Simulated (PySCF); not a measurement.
Energy landscape of C2H6Zn, singlet: bend at the central Zn, local threefold symmetry of each CH3 group. Scanned: C-Zn-C angle. Other coordinates (Zn-C length, H-C-Zn angle, C-H length) were minimised at B3LYP/def2-TZVP.

- PBE/def2-TZVP, density fitting (PySCF)
- CAM-B3LYP/def2-TZVP, density fitting (PySCF)
- wB97X-V/def2-TZVP, density fitting (PySCF)

Energies relative to the lowest point of each profile, in kJ/mol; the last columns give the difference from wB97X-V:

| a / ° | PBE | CAM-B3LYP | wB97X-V | PBE − wB97X-V | CAM-B3LYP − wB97X-V |
|---|---|---|---|---|---|
| 180 | 0.0 | 0.0 | 0.0 | 0.0 | 0.0 |
| 172.50 | 1.6 | 1.6 | 1.6 | 0.0 | 0.0 |
| 165 | 6.5 | 6.6 | 6.5 | -0.1 | 0.1 |
| 157.50 | 14.4 | 14.8 | 14.6 | -0.2 | 0.2 |
| 150 | 25.1 | 25.9 | 25.6 | -0.5 | 0.3 |
| 142.50 | 38.6 | 39.9 | 39.5 | -0.9 | 0.4 |
| 135 | 54.5 | 56.5 | 56.1 | -1.6 | 0.4 |
| 127.50 | 72.7 | 75.6 | 75.2 | -2.5 | 0.5 |
| 120 | 93.2 | 97.4 | 96.9 | -3.7 | 0.5 |
| 112.50 | 116.1 | 121.9 | 121.4 | -5.3 | 0.5 |
| 105 | 141.8 | 149.6 | 149.2 | -7.4 | 0.4 |
| 97.50 | 171.1 | 181.3 | 181.1 | -10.0 | 0.3 |
| 90 | 205.5 | 218.9 | 218.9 | -13.4 | 0.0 |

PBE is furthest from wB97X-V at 90 (-13.4 kJ/mol, below); its mean absolute difference over the points is 3.5 kJ/mol.

CAM-B3LYP is furthest from wB97X-V at 120 (0.5 kJ/mol, above); its mean absolute difference over the points is 0.3 kJ/mol.
